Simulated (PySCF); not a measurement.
## KCa: energy against distance

Set-up: K def2-SVP, Ca def2-SVP; no relativity (PySCF 2.14). Energies in eV from K + Ca in their ground configurations at the same level. State: ²Σ⁺ (doublet), unpaired electrons σ ↑.

All columns are M06-2X. A positive dipole means K(−)Ca(+).

```tsv
R (Å)	E (eV)	μ (D)	Mulliken charge on K (basis-dependent)	HOMO (eV)	LUMO (eV)	Mayer bond order	⟨S²⟩
3.670	-0.200	-0.15	-0.02	-3.39	-2.18	0.50	0.76
3.840	-0.250	-0.12	-0.04	-3.41	-2.27	0.47	0.76
4.011	-0.272	-0.06	-0.06	-3.42	-2.38	0.44	0.76
4.139	-0.275	0.00	-0.06	-3.43	-2.46	0.42	0.76
4.267	-0.271	0.08	-0.07	-3.43	-2.55	0.39	0.76
4.395	-0.260	0.17	-0.07	-3.44	-2.64	0.37	0.76
4.566	-0.241	0.29	-0.08	-3.45	-2.76	0.33	0.76
4.779	-0.211	0.43	-0.08	-3.46	-2.91	0.29	0.76
5.035	-0.174	0.57	-0.08	-3.46	-3.06	0.25	0.76
5.376	-0.126	0.70	-0.07	-3.47	-3.23	0.21	0.76
```

A fit through these points gives, at Re = 4.120 Å, μ = -0.01 D and dμ/dR = 0.569 D/Å; the reduced mass is 19.73 u.

Q: How strong is the fundamental in the double-harmonic approximation, I = 42.26·(dμ/dR)²/μred km/mol?

A: I = 42.26·(0.569)²/19.73 = 0.693 km/mol at M06-2X.

The bond is weak. Basis-set superposition, not corrected here, can be much of De in a small basis, most of all at correlated wavefunction levels. Functionals without a dispersion term scatter widely for such bonds, and LDA overbinds them. The state is the lowest determinant that a PBE0 search found; another state may lie lower at other levels.
